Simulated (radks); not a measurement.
Values are calculated unless marked as measured or tabulated.
Neutral thallium inside a hard spherical wall (all orbitals vanish at R), configuration held at [Hg] 6p1 and not refilled when levels cross. Code: a radial shooting solver on a logarithmic mesh with Libxc functionals. Model: scalar-relativistic Kohn-Sham, LDA (Slater exchange, VWN5 correlation), spin-polarised, spherical densities, point nucleus; open shells are filled with parallel spins first (spin-orbit coupling, left out, can overturn this in heavy ions). Eigenvalues in eV for spin up, with the zero of energy where the potential of the charges vanishes at infinity; a dash marks a level that is unbound or too diffuse for the functional's potential to be trusted. A positive occupied level is held by the wall or, in an anion where self-interaction has pushed it up, behind a barrier. The pressure on the wall is -dE/dV.

R (bohr) = free: E (hartree) -20235.0107; kinetic (hartree) 22793.456; e(5p) -76.230; e(5d) -15.628; e(6s) -9.987; e(6p) -2.777; e(7s, empty) -0.485; e(6d, empty) -; pressure (GPa) 0
R (bohr) = 20: E (hartree) -20235.0107; kinetic (hartree) 22793.456; e(5p) -76.230; e(5d) -15.628; e(6s) -9.987; e(6p) -2.777; e(7s, empty) -0.470; e(6d, empty) 0.612; pressure (GPa) < 0.0001
R (bohr) = 15: E (hartree) -20235.0107; kinetic (hartree) 22793.456; e(5p) -76.227; e(5d) -15.626; e(6s) -9.985; e(6p) -2.775; e(7s, empty) -0.375; e(6d, empty) 0.914; pressure (GPa) 0.000121
R (bohr) = 8: E (hartree) -20235.0043; kinetic (hartree) 22793.495; e(5p) -75.878; e(5d) -15.285; e(6s) -9.706; e(6p) -2.394; e(7s, empty) 2.238; e(6d, empty) 3.477; pressure (GPa) 0.210
R (bohr) = 4: E (hartree) -20234.5351; kinetic (hartree) 22795.752; e(5p) -70.288; e(5d) -10.080; e(6s) -3.927; e(6p) 7.081; e(7s, empty) 36.424; e(6d, empty) 24.475; pressure (GPa) 97.7
R (bohr) = 3: E (hartree) -20232.7308; kinetic (hartree) 22803.523; e(5p) -60.054; e(5d) -0.302; e(6s) 10.854; e(6p) 28.184; e(7s, empty) 95.023; e(6d, empty) 58.525; pressure (GPa) 1040
R (bohr) = 2.5: E (hartree) -20229.1723; kinetic (hartree) 22817.785; e(5p) -47.392; e(5d) 13.009; e(6s) 34.513; e(6p) 59.567; e(7s, empty) 170.18; e(6d, empty) 102.03; pressure (GPa) 4410
R (bohr) = 1.5: E (hartree) -20169.4256; kinetic (hartree) 23023.615; e(5p) 58.401; e(5d) 141.35; e(6s) 310.26; e(6p) 378.77; e(7s, empty) 797.22; e(6d, empty) 467.14; pressure (GPa) 201000
